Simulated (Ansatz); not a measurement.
Ansatz (an electronic-structure program) input:

Ansatz 0.2 input:
```yaml
crystal:
  periodic: [false, false, false]
  atoms:
    - {symbol: Hf, position_ang: [0.00000000, 0.00000000, 0.00000000]}
    - {symbol: Br, position_ang: [0.00000000, 0.00000000, 2.52729591]}
    - {symbol: Br, position_ang: [-0.00000000, -0.00000000, -2.52729591]}
basis:
  gaussian:
    orbitals: def2-TZVP
hamiltonian:
  xc: b3lyp
  dispersion: d3bj
magnetization: {spin_polarized: true, initial_magnetization: 2}
phonons: {temperatures: {t_min: 298.15, t_max: 298.15, t_step: 100}}
```

### Question
Predict the final energy.

### Answer
-5196.48141 Eh (B3LYP-D3(BJ)/def2-TZVP). The basis has 136 functions.

This is an excited triplet: at this geometry the singlet lies 0.40 eV lower at RI-MP2/CBS(def2-TZVPPD,def2-QZVPPD)+[CCSD(T)-MP2]/def2-TZVPPD.
